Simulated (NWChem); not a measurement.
System: CH6AlNO2; SMILES C[O][Al]([NH2])[OH]

```xyz
11

Al     0.1334    -0.5475     0.0167
O      1.3698    -1.7058     0.1485
H      2.2914    -1.4779     0.2748
O      0.5354     1.0958     0.1083
C     -0.0363     2.3540     0.0660
H      0.1690     2.9146     0.9968
H      0.3777     2.9506    -0.7681
H     -1.1363     2.3332    -0.0645
N     -1.5181    -1.1210    -0.2108
H     -1.7703    -2.1006    -0.2648
H     -2.3424    -0.5412    -0.3033
```
Atoms are numbered in this order, from 1.

Results from NWChem. Pople sets run with spherical d functions. STO-3G and 3-21G are far too small for this property and stand as cheap habits. All runs use the structure optimised with PBE0/def2-SVP. Field at 589 nm.

```
level            isotropic polarisability (bohr³)  anisotropy (bohr³)  relative time
---------------  --------------------------------  ------------------  -------------
B3LYP/STO-3G                                 26.0                24.2              1
B3LYP/6-31G*                                 43.6                13.5              5
B3LYP/def2-SVP                               43.8                13.5              5
B3LYP/def2-SVPD                              55.2                11.4             10
```

Times are rough ratios from one shared machine.
